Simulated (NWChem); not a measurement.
The numbers come from NWChem runs, not from measurements. System: Cl2, charge 0, spin multiplicity 1, at the geometry of a parent with another charge or spin, in a state set for the comparison that need not be this species' ground state. Level: CCSD(T)/def2-TZVPD, 10 core orbitals frozen.

Input file:

```
start mol
memory heap 100 mb stack 700 mb global 1900 mb
geometry units angstroms nocenter noautoz
  Cl     0.000000     0.000000     1.326639
  Cl     0.000000     0.000000    -1.326639
  symmetry group D2h
end
basis spherical
  * library def2-tzvpd
end
scf
  rhf
  nopen 0
  maxiter 100
  thresh 1e-7
  semidirect memsize 60000000 filesize 0
end
tce
  freeze core 10
  ccsd(t)
  2eorb
  2emet 13
  thresh 1e-6
  maxiter 100
  tilesize 24
end
task tce energy
```

Part of the output:

```
             Northwest Computational Chemistry Package (NWChem) 7.3.0
             --------------------------------------------------------

                                NWChem Input Module
                                -------------------

 Scaling coordinates for geometry "geometry" by  1.889725989
 (inverse scale =  0.529177249)

 Turning off AUTOSYM since
 SYMMETRY directive was detected!

                             Geometry "geometry" -> ""
                             -------------------------

 Output coordinates in angstroms (scale by  1.889725989 to convert to a.u.)

  No.       Tag          Charge          X              Y              Z
 ---- ---------------- ---------- -------------- -------------- --------------
    1 Cl                  17.0000     0.00000000     0.00000000     1.32663900
    2 Cl                  17.0000     0.00000000     0.00000000    -1.32663900

 Effective nuclear repulsion energy (a.u.)      57.6389752453

            Nuclear Dipole moment (a.u.)
            ----------------------------
        X                 Y               Z
 ---------------- ---------------- ----------------
     0.0000000000     0.0000000000     0.0000000000

      Symmetry information
      --------------------

 Group name             D2h
 Group number             26
 Group order               8
 No. of unique centers     1

      Symmetry unique atoms

     1


 Summary of "ao basis" -> "" (spherical)
 ------------------------------------------------------------------------------
       Tag                 Description            Shells   Functions and Types
 ---------------- ------------------------------  ------  ---------------------
 *                         def2-tzvpd                 on all atoms

 Summary of "ao basis" -> "ao basis" (spherical)
 ------------------------------------------------------------------------------
       Tag                 Description            Shells   Functions and Types
 ---------------- ------------------------------  ------  ---------------------
 Cl                        def2-tzvpd               16       46   6s6p3d1f

                                 NWChem SCF Module
                                 -----------------

  ao basis        = "ao basis"
  functions       =    92
  atoms           =     2
  closed shells   =    17
  open shells     =     0
  charge          =   0.00
  wavefunction    = RHF
  use symmetry    = T
  symmetry adapt  = T

 Summary of "ao basis" -> "ao basis" (spherical)
 ------------------------------------------------------------------------------
       Tag                 Description            Shells   Functions and Types
 ---------------- ------------------------------  ------  ---------------------
 Cl                        def2-tzvpd               16       46   6s6p3d1f

      Symmetry analysis of basis
      --------------------------

        ag         20
        au          4
        b1g         4
        b1u        20
        b2g        11
        b2u        11
        b3g        11
        b3u        11

 Forming initial guess at       0.0s

      Superposition of Atomic Density Guess
      -------------------------------------

 Sum of atomic energies:        -918.95581376

      Non-variational initial energy
      ------------------------------

 Total energy =    -918.628743
 1-e energy   =   -1384.971700
 2-e energy   =     408.703982
 HOMO         =      -0.403361
 LUMO         =      -0.313528

      Symmetry analysis of molecular orbitals - initial
[...]
    23      0.682137  1 Cl py                69      0.682137  2 Cl py
    20     -0.310775  1 Cl py                66     -0.310775  2 Cl py

 center of mass
 --------------
 x =   0.00000000 y =   0.00000000 z =   0.00000000

 moments of inertia (a.u.)
 ------------------
         439.556329430746           0.000000000000           0.000000000000
           0.000000000000         439.556329430746           0.000000000000
           0.000000000000           0.000000000000           0.000000000000

  Mulliken analysis of the total density
  --------------------------------------

    Atom       Charge   Shell Charges
 -----------   ------   -------------------------------------------------------
    1 Cl  17    17.00   2.01  0.45  1.51  1.15  0.87 -0.00  4.18  1.70  1.02  2.66  1.41  0.01  0.00  0.02  0.00  0.00
    2 Cl  17    17.00   2.01  0.45  1.51  1.15  0.87 -0.00  4.18  1.70  1.02  2.66  1.41  0.01  0.00  0.02  0.00  0.00

       Multipole analysis of the density wrt the origin
       ------------------------------------------------

     L   x y z        total         open         nuclear
     -   - - -        -----         ----         -------
     0   0 0 0     -0.000000      0.000000     34.000000

     1   1 0 0     -0.000000      0.000000      0.000000
     1   0 1 0      0.000000      0.000000      0.000000
     1   0 0 1      0.000000      0.000000      0.000000

     2   2 0 0    -19.492287      0.000000      0.000000
     2   1 1 0      0.000000      0.000000      0.000000
     2   1 0 1     -0.000000      0.000000      0.000000
     2   0 2 0    -19.492287      0.000000      0.000000
     2   0 1 1     -0.000000      0.000000      0.000000
     2   0 0 2    -15.401273      0.000000    213.688972

                   NWChem Extensible Many-Electron Theory Module
                   ---------------------------------------------


            General Information
            -------------------
      Number of processors :     1
         Wavefunction type : Restricted Hartree-Fock
          No. of electrons :    34
           Alpha electrons :    17
            Beta electrons :    17
           No. of orbitals :   184
            Alpha orbitals :    92
             Beta orbitals :    92
        Alpha frozen cores :    10
         Beta frozen cores :    10
     Alpha frozen virtuals :     0
      Beta frozen virtuals :     0
         Spin multiplicity : singlet
    Number of AO functions :    92
       Number of AO shells :    32
        Use of symmetry is : on
      Symmetry adaption is : on
         Schwarz screening : 0.10D-09

          Correlation Information
          -----------------------
          Calculation type : Coupled-cluster singles & doubles w/ perturbation
   Perturbative correction : (T)
            Max iterations :      100
        Residual threshold : 0.10D-05
     T(0) DIIS level shift : 0.00D+00
     L(0) DIIS level shift : 0.00D+00
     T(1) DIIS level shift : 0.00D+00
     L(1) DIIS level shift : 0.00D+00
     T(R) DIIS level shift : 0.00D+00
     T(I) DIIS level shift : 0.00D+00
   CC-T/L Amplitude update :  5-th order DIIS
                I/O scheme : Global Array Library
        L-threshold :  0.10D-05
        EOM-threshold :  0.10D-05
 no EOMCCSD initial starts read in
 TCE RESTART OPTIONS
 SLICE:      F
 D4D5:       F
 quantumc:   F
 qrotation:  F
 pwtce:      F
 qducc:      F
 nacto:                         0
 nrotv:                         0
 nrot:                          0

            Memory Information
            ------------------
          Available GA space size is     249028336 doubles
          Available MA space size is     104852804 doubles

 Maximum block size supplied by input
 Maximum block size        24 doubles

 tile_dim =     16

 -------------------------------------------------

 Global array virtual files algorithm will be used

 Parallel file system coherency ......... OK

 4-electron integrals stored in orbital form

 v2    file size   =          1238464
 4-index algorithm nr.  13 is used
 imaxsize =       30
 imaxsize ichop =        0


CCSD iterations
 ---------------------------------------------------------
 Iter          Residuum       Correlation     Cpu    Wall
 ---------------------------------------------------------
    1   0.1788124300516  -0.3927708689454     0.7     0.7
    2   0.0495080345197  -0.4184282112059     0.7     0.7
    3   0.0202639926767  -0.4287430733830     0.7     0.7
    4   0.0094087781929  -0.4310577512518     0.7     0.7
    5   0.0047522041056  -0.4323247863175     0.7     0.7
    6   0.0013454357414  -0.4331299653629     0.7     0.7
    7   0.0007374563816  -0.4332375517524     0.7     0.7
    8   0.0004620475391  -0.4332443218550     0.8     0.8
    9   0.0003220980589  -0.4332515892399     0.8     0.8
   10   0.0002279882428  -0.4332573257404     0.7     0.7
   11   0.0000593727790  -0.4332700176054     0.8     0.8
   12   0.0000334897632  -0.4332687495170     0.8     0.8
   13   0.0000221500509  -0.4332689233189     0.7     0.7
   14   0.0000154824590  -0.4332683170515     0.8     0.8
   15   0.0000110392330  -0.4332680848385     0.8     0.8
   16   0.0000030289730  -0.4332672031665     0.7     0.7
   17   0.0000017770295  -0.4332676357094     0.8     0.8
   18   0.0000011843293  -0.4332676810018     0.8     0.8
   19   0.0000008332510  -0.4332677283368     0.7     0.7
 -----------------------------------------------------------------
 Iterations converged
 CCSD correlation energy / hartree =        -0.433267728336813
 CCSD total energy / hartree       =      -919.332728131566796

 Singles contributions

 Doubles contributions
    18b1u (alpha)    18b1u (beta ) ---    15ag  (alpha)    15ag  (beta )       -0.2722756951
 CCSD(T)
 Using plain CCSD(T) code
             total no. of tasks         5376
 total no. of tasks / no. procs         5376
                         wl_min           64           2.0
                         wl_max        30720           5.6
        thresh for no. of tasks         5376

 CCSD[T]  correction energy / hartree =        -0.026931801115030
 CCSD[T] correlation energy / hartree =        -0.460199529451843
 CCSD[T] total energy / hartree       =      -919.359659932681780
 CCSD(T)  correction energy / hartree =        -0.026507932954989
 CCSD(T) correlation energy / hartree =        -0.459775661291802
 CCSD(T) total energy / hartree       =      -919.359236064521838

 Task  times  cpu:       25.6s     wall:       25.6s

 Total times  cpu:       25.6s     wall:       25.6s
```
